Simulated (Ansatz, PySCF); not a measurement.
Gas-phase reaction in SMILES: [F][Ge][F] → [F][Ge] + F atom (the F-Ge bond at the site shown breaks; other sites are not compared here)
Structures are relaxed separately at B3LYP-D3(BJ)/def2-TZVP in Ansatz (a program for electronic structure).

Property: bond dissociation energy (enthalpy at 298 K, with B3LYP-D3(BJ) rigid-rotor harmonic-oscillator terms from PySCF), in eV. Correlated levels leave the core frozen unless marked. UHF or UKS for open shells. No spin-orbit coupling. The frozen core is the preceding noble-gas configuration, with the filled d and f shells of earlier blocks. No relativistic terms. Basis-set limits of correlation are two-point, X^-3; Hartree-Fock from the larger set.

| level | program | bond dissociation energy (eV) |
|---|---|---|
| HF/cc-pVDZ | Ansatz | 3.66 |
| HF/cc-pVTZ | Ansatz | 3.91 |
| BLYP/def2-TZVPD | Ansatz | 5.83 |
| PBE0-D3(BJ)/def2-TZVP | Ansatz + dftd3 | 5.65 |
| PBE0/def2-TZVPD | Ansatz | 5.64 |
| r2SCANh-D4/def2-TZVPD | Ansatz + dftd4 | 5.68 |
| r2SCAN0-D4/def2-TZVPD | Ansatz + dftd4 | 5.51 |

Estimate the value at CCSD(T)/CBS(cc-pVTZ,cc-pVQZ) as computed with Ansatz.

5.91 eV, so r2SCAN0-D4/def2-TZVPD differs from it by -0.40 eV.
